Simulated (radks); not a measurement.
Isoelectronic series with 17 electrons, each ion in its NIST ground configuration. All-electron calculation, scalar-relativistic Kohn-Sham, BLYP, spin-polarised, spherical densities, finite nucleus; open shells are filled with parallel spins first (spin-orbit coupling, left out, can overturn this in heavy ions); Fermi nuclear charge, rms radius of each element as measured or else 0.836 A^(1/3) + 0.57 fm. Program: a radial shooting solver on a logarithmic mesh with Libxc functionals. Total energies (hartree) and mean radii <r> (bohr):

ion,configuration,E (hartree),3p down,3p up,3s down,3s up
Cl,[Ne] 3s2 3p5,-461.63667,1.868,1.834,1.537,1.530
Sc4+,[Ne] 3s2 3p5,-759.97442,1.093,1.088,1.033,1.031
V6+,[Ne] 3s2 3p5,-938.61893,0.9183,0.9155,0.8892,0.8874
Mn8+,[Ne] 3s2 3p5,-1137.00465,0.7942,0.7923,0.7810,0.7796
Co10+,[Ne] 3s2 3p5,-1355.23517,0.7005,0.6992,0.6964,0.6954
Cu12+,[Ne] 3s2 3p5,-1593.43219,0.6271,0.6262,0.6285,0.6277
Ga14+,[Ne] 3s2 3p5,-1851.73334,0.5678,0.5671,0.5726,0.5719
As16+,[Ne] 3s2 3p5,-2130.29138,0.5189,0.5183,0.5257,0.5252
Br18+,[Ne] 3s2 3p5,-2429.27390,0.4777,0.4773,0.4859,0.4854
Rb20+,[Ne] 3s2 3p5,-2748.86319,0.4426,0.4422,0.4515,0.4511

Estimate the row of K2+ ([Ne] 3s2 3p5).

Answer. E (hartree) -600.99220; 3p down 1.361; 3p up 1.351; 3s down 1.236; 3s up 1.231.
